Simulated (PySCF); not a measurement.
Dipole response of Ir²⁺ (iridium, charge +2)

[Xe] 4f14 5d7, high-spin 4F determinant. All numbers are calculated (PySCF 2.14, the spin-free X2C one-electron Hamiltonian (Gaussian nucleus), in ANO-RCC-VTZP (8s7p5d3f1g, 84 functions)). Coupled (time-dependent) response in atomic units; α is the mean over directions. The basis has no added diffuse functions, which lowers α and C₆.

| method | mean α (bohr³) | C₆ (like pair) | S(−4) |
| --- | --- | --- | --- |
| PBE0 | 9.678 | 62.67 | 25.94 |

S(−4) is the Cauchy moment in α(ω) = α(0) + S(−4) ω² + …

Spin-orbit coupling is absent.

α(iu) at PBE0:

```csv
u (hartree),α(iu) (bohr³)
0,9.678
0.0500,9.614
0.100,9.432
0.200,8.814
0.300,8.057
0.500,6.660
0.750,5.351
1.00,4.382
1.50,3.042
2.00,2.199
3.00,1.282
5.00,0.5845
```

A single London oscillator, α(iu) = α/(1 + u²/ω²), gives C₆ = (3/4) ω α². Matching the computed C₆ needs ω = 4 × 62.67 / (3 × 9.678²) = 0.892 hartree.

For an ion, C₆ is the dispersion term alone; charge-induced terms of lower order in 1/R come first.

Spin-orbit coupling, absent here, splits the open shell strongly.
